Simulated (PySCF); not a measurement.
Vertical excitations of a molecule CH11NSi3 from TDDFT-PBE/def2-SVPD run with PySCF 2.14.0, as energy in eV (oscillator strength): 4.96 (0.007), 5.57 (0.005), 5.62 (0.009), 5.95 (0.127), 6.13 (0.047), 6.20 (0.040), 6.44 (0.010), 6.53 (0.012), 6.66 (0.035), 6.80 (0.005). Lowest triplet (TDA): 4.63 eV. Coordinates come from a PBE0-D3(BJ)/def2-SVP optimisation. Other conformers were not sampled.

Task: Which structure fits?
A) C[SiH2]N[SiH2][SiH3]
B) C[Si@H]([SiH3])N[SiH3]
C) N[Si@@H]([SiH3])C[SiH3]
D) C[SiH2][SiH2][SiH2]N

Result: A, C[SiH2]N[SiH2][SiH3]
